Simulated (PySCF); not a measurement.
Species: C₅H₁₄PSi (charge -1).
Atom-mapped SMILES: `[CH3:1][CH2:2][C:3]([CH3:4])([CH3:5])[P-:6][SiH3:7]` (hydrogens: H8, H9, H10 on C1; H11, H12 on C2; H13, H14, H15 on C4; H16, H17, H18 on C5; H19, H20, H21 on Si7)

The calculation used PySCF 2.14.0, PBE0-D3(BJ)/def2-SVP geometry optimisation, gas phase.

Question: List the bond lengths, angles and torsions at this level.

Answer: 
```
                   bond  length (pm)   order
                  C1–C2        151.9  single
                  C2–C3        154.0  single
           C3–C4, C3–C5        153.0  single
                  C3–P6        193.1  single
                 P6–Si7        218.5  single
   C1–H8, C1–H9, C1–H10        110.3  single
         C2–H11, C2–H12        110.8  single
C4–H13 and 4 like bonds        110.3  single
                 C5–H17        111.1  single
       Si7–H19, Si7–H21        152.9  single
                Si7–H20        151.4  single
```

Bonds in one row agree within 1 pm and their mean is given. Orders are formal, as drawn. A selection of angles:
```
      angle  degrees
   C2–C1–H8    108.6
   C2–C1–H9    111.5
   H8–C1–H9    109.6
  H8–C1–H10    107.7
   C1–C2–C3    115.9
  C1–C2–H11    109.6
  C3–C2–H11    108.6
  C3–C2–H12    107.9
 H11–C2–H12    105.7
   C2–C3–C4    109.9
   C2–C3–C5    108.0
   C2–C3–P6    113.8
   C4–C3–C5    108.2
   C4–C3–P6    105.5
   C5–C3–P6    111.2
  C3–C4–H13    111.6
  C3–C4–H14    110.3
 H13–C4–H14    107.1
 H17–C5–H18    108.7
  C3–P6–Si7    101.2
 P6–Si7–H19    120.4
 P6–Si7–H20    107.9
 P6–Si7–H21    120.6
H19–Si7–H20    102.8
H19–Si7–H21     99.6
```

Dihedral angles: C1–C2–C3–C4 62° (synclinal); C2–C3–P6–Si7 -57° (synclinal). The mirror-image conformer, all signs reversed, is as good.

P6 (phosphorus bonded to C and Si) is bent (angle 101.2°). The 4 C–C bonds span 1.519 Å (C1–C2, drawn single) to 1.540 Å (C2–C3, drawn single), a spread of 0.021 Å. Of the pairs four or more bonds apart, Si7···H12 is among the closest relative to their van der Waals radii: 2.94 Å, 89 % of the sum of Bondi's values. Si7 (SiH3 silicon) is distorted tetrahedral (angles from 99.6° to 120.6°).

Point group: C1 (no symmetry element, even within 0.4 Å). Stationary, but not proved a minimum. The geometry's basis has no diffuse functions, a weakness for an anion.
